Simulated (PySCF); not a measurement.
A GIAO shielding run with PySCF (density fitting, non-relativistic, gas phase) on `C([Si@@](O)([SiH3])N([SiH3])[SiH3])[SiH3]`, CH$_{15}$NOSi$_{5}$:

```
$ OMP_NUM_THREADS=1 python probes_run.py task.json out

{"job": {"kind": "nmr", "xc": "PBE0", "basis": "pcSseg-1"}, "charge": 0, "multiplicity": 1}
O     -0.172856     0.720511    -2.048418
Si    -0.258319     0.755409    -0.418633
Si    -0.100507     3.000791     0.050068
C     -1.849032    -0.128509     0.160799
Si    -2.014536    -1.938492    -0.376375
N      1.088783    -0.151069     0.258706
Si     2.210812    -0.927845    -0.814560
Si     1.182661    -0.358797     1.980694
H     -0.166669    -0.103510    -2.528638
H     -1.091242     3.403850     1.061273
H      1.199035     3.427271     0.584608
H     -0.361906     3.870225    -1.102746
H     -2.709818     0.433133    -0.204674
H     -1.895115    -0.082990     1.248318
H     -3.269474    -2.491151     0.148619
H     -0.898282    -2.752448     0.109811
H     -2.059417    -2.025973    -1.844779
H      2.732478     0.069679    -1.749812
H      3.282114    -1.498131    -0.003862
H      1.529456    -1.995989    -1.564281
H      2.585741    -0.269565     2.379757
H      0.624339    -1.658190     2.374347
H      0.407002     0.728775     2.582794
```

Hardware: 1 thread of an Arm Neoverse N1, shared host. The job also computes population analyses, field gradients.

Q: How large is the calculation?

A: 106 electrons, 246 basis functions and 1395 auxiliary functions.

Q: How long does it take, and how much memory does it need?

A: 120 s of wall time, with 13 SCF cycles and 4 response iterations; peak memory 1.2 GiB. Times on a shared host scatter by some tens of per cent.
